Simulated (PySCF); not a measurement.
C2H9BS, neutral, multiplicity 1. Atoms are numbered in the order given.

```xyz
13

B      1.7840    -0.3069     0.0000
H      2.2889     0.1312    -1.0216
H      1.5710    -1.5114     0.0000
H      2.2889     0.1312     1.0216
C     -0.8129    -0.2616    -1.3820
S      0.0289     0.5235     0.0000
C     -0.8129    -0.2616     1.3820
H     -0.7055    -1.3529    -1.3073
H     -1.8702     0.0361    -1.3997
H     -0.3125     0.0906    -2.2934
H     -0.7055    -1.3529     1.3073
H     -0.3125     0.0906     2.2934
H     -1.8702     0.0361     1.3997
```
Charge 0, spin multiplicity 1.

The structure is a stationary point at PBE0-D3(BJ)/def2-SVP. The isomer is the one that the SMILES or the coordinates give; other isomers of the formula were not compared. The values are those of a single conformer.

Computed with PBE0-D3(BJ)/def2-SVP (PySCF).

Frequencies are harmonic and unscaled.

```
mode  ν (cm⁻¹)  IR (km/mol)  moving atoms (share of kinetic energy)
----  --------  -----------  --------------------------------------
1          168          0.1                                  H 99 %
2          195          3.4                    H 76 %, B 9 %, C 9 %
3          202          1.3                                  H 96 %
4          218          5.6                  H 58 %, C 23 %, B 14 %
5          233          4.8          H 36 %, C 25 %, S 23 %, B 16 %
6          280          0.5                  C 42 %, H 36 %, S 22 %
7          512          0.7                  B 62 %, S 22 %, H 13 %
8          719          1.1                  C 59 %, S 25 %, H 15 %
9          755          1.1           H 49 %, C 32 %, S 11 %, B 9 %
10         781          0.0                  H 45 %, S 24 %, C 23 %
11         798          6.5                          H 81 %, B 16 %
12         917          1.3                          H 84 %, C 14 %
13         976          0.0                          H 78 %, C 17 %
14        1001         18.9                          H 75 %, C 17 %
15        1047         22.5                          H 71 %, C 22 %
16        1085         92.5                          H 85 %, B 14 %
17        1128          6.6                                  H 95 %
18        1128          1.2                                  H 95 %
19        1317          0.6                          H 84 %, C 16 %
20        1342          2.6                          H 84 %, C 16 %
21        1428         12.5                                  H 96 %
22        1435          2.9                                  H 96 %
23        1439         13.9                                  H 96 %
24        1446         21.3                                  H 96 %
25        2431         61.5                                  H 98 %
26        2534        153.8                          H 89 %, B 11 %
27        2545        124.9                          H 89 %, B 11 %
28        3069         10.5                                  H 98 %
29        3070          4.2                                  H 98 %
30        3192          1.2                          H 90 %, C 10 %
31        3195          0.0                          H 90 %, C 10 %
32        3203          0.4                          H 90 %, C 10 %
33        3204          1.5                          H 90 %, C 10 %
```
